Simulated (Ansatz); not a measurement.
`[BH2][GeH2][CH]=O` + `[AlH3]` → `O=[CH][GeH2][AlH2]` + BH₃ at 700 K and 1 bar (formal exchange of groups at a Ge–B bond).

Gas-phase electronic energies from Ansatz, PBE0-D4/def2-TZVP geometries. CBS: MP2 limit from def2 TZ/QZ plus the TZ coupled-cluster correction, frozen cores. This one scheme is used for every species. For Ge outer-core shells are correlated without core-valence functions, which leaves a few kJ/mol of doubt a bond. Scalar relativity is left out up to krypton. Each species was taken in one conformer, which may not be the lowest.

```
             species  CCSD(T)/CBS energy (Eh)  H − E (kJ/mol)  S (J/(mol·K))
 `[BH2][GeH2][CH]=O`              -2217.06538           211.9          453.9
            `[AlH3]`               -243.78045            80.2          251.4
`O=[CH][GeH2][AlH2]`              -2434.30864           200.2          487.0
                 BH₃                -26.55200            96.5          225.0
```

H − E and S are ideal-gas, rigid-rotor, harmonic terms from PBE0-D4/def2-TZVP, for one conformer and one mirror image of each species. 1 Eh = 2625.50 kJ/mol, R = 8.31446 J/(mol·K).

**Question.** By hand: ΔE, ΔH, ΔS and ΔG.

**Answer.** ΔE = (-2434.30864) + (-26.55200) − (-2217.06538) − (-243.78045) = -0.01481 Eh = -38.9 kJ/mol. Δ(H − E) = 200.2 + 96.5 − 211.9 − 80.2 = 4.6, so ΔH = -34.3 kJ/mol. ΔS = 487.0 + 225.0 − 453.9 − 251.4 = 6.7 J/(mol·K). ΔG = -34.3 − 700 × (6.7)/1000 = -39.0 kJ/mol.

**Question.** By hand: the equilibrium constant, and the temperature at which ΔG would vanish if ΔH and ΔS stayed fixed.

**Answer.** log₁₀ K = −ΔG/(RT ln 10) = 2.9. ΔH and −TΔS have one sign here, so there is no such temperature.

The number of gas molecules stays the same, so ΔS is small and ΔH decides. A doubt of 5 kJ/mol in ΔE shifts log₁₀ K by 0.4 here. Other conformers and mirror images would add mixing entropy, several J/(mol·K) or more a flexible species. Modes under 60 cm⁻¹, often nearly free rotors, make the harmonic entropy too high. These are equilibria of isolated gas molecules and say nothing of rates. Largest T1 diagnostic: 0.016 (customary marks: 0.02 for closed shells, 0.045 for open ones).

ΔS is within the doubt of such terms, so its sign, and with it that verdict, could turn.
